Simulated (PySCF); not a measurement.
S²⁺ (sulfur, charge +2) across methods

[Ne] 3s2 3p2, high-spin 3P determinant. Calculation: PySCF 2.14, in def2-QZVPPD (10s7p5d2f1g, 79 functions); the non-relativistic Hamiltonian (point nucleus). The B2PLYP total includes its PT2 part (frozen core); its orbital energies are those of the SCF part.

```json
{"method": "UHF", "E (hartree)": "-396.33855", "mean ε 3s α (eV)": "-48.502", "mean ε 3s β (eV)": "-41.866", "mean ε 3p α (eV)": "-34.731", "Σ⟨r²⟩ (bohr²)": "15.08", "⟨S²⟩": "2.012"}
{"method": "PBE", "E (hartree)": "-396.7119", "mean ε 3s α (eV)": "-40.171", "mean ε 3s β (eV)": "-37.643", "mean ε 3p α (eV)": "-28.953", "Σ⟨r²⟩ (bohr²)": "14.94", "⟨S²⟩": "2.003"}
{"method": "r2SCAN", "E (hartree)": "-396.8505", "mean ε 3s α (eV)": "-40.973", "mean ε 3s β (eV)": "-37.768", "mean ε 3p α (eV)": "-29.485", "Σ⟨r²⟩ (bohr²)": "14.95", "⟨S²⟩": "2.007"}
{"method": "BHandHLYP", "E (hartree)": "-396.9018", "mean ε 3s α (eV)": "-44.491", "mean ε 3s β (eV)": "-40.479", "mean ε 3p α (eV)": "-31.937", "Σ⟨r²⟩ (bohr²)": "14.97", "⟨S²⟩": "2.005"}
{"method": "B2PLYP", "E (hartree)": "-396.7727", "mean ε 3s α (eV)": "-44.606", "mean ε 3s β (eV)": "-40.272", "mean ε 3p α (eV)": "-32.003", "Σ⟨r²⟩ (bohr²)": "15.00", "⟨S²⟩": "2.006"}
{"method": "BLYP", "E (hartree)": "-396.9024", "mean ε 3s α (eV)": "-39.911", "mean ε 3s β (eV)": "-37.663", "mean ε 3p α (eV)": "-28.691", "Σ⟨r²⟩ (bohr²)": "14.96", "⟨S²⟩": "2.003"}
{"method": "CAM-B3LYP", "E (hartree)": "-396.8984", "mean ε 3s α (eV)": "-43.963", "mean ε 3s β (eV)": "-40.754", "mean ε 3p α (eV)": "-31.932", "Σ⟨r²⟩ (bohr²)": "14.98", "⟨S²⟩": "2.004"}
{"method": "PBE0", "E (hartree)": "-396.7443", "mean ε 3s α (eV)": "-42.461", "mean ε 3s β (eV)": "-39.064", "mean ε 3p α (eV)": "-30.580", "Σ⟨r²⟩ (bohr²)": "14.94", "⟨S²⟩": "2.005"}
{"method": "LDA", "E (hartree)": "-395.4957", "mean ε 3s α (eV)": "-40.135", "mean ε 3s β (eV)": "-37.844", "mean ε 3p α (eV)": "-28.864", "Σ⟨r²⟩ (bohr²)": "14.96", "⟨S²⟩": "2.001"}
```
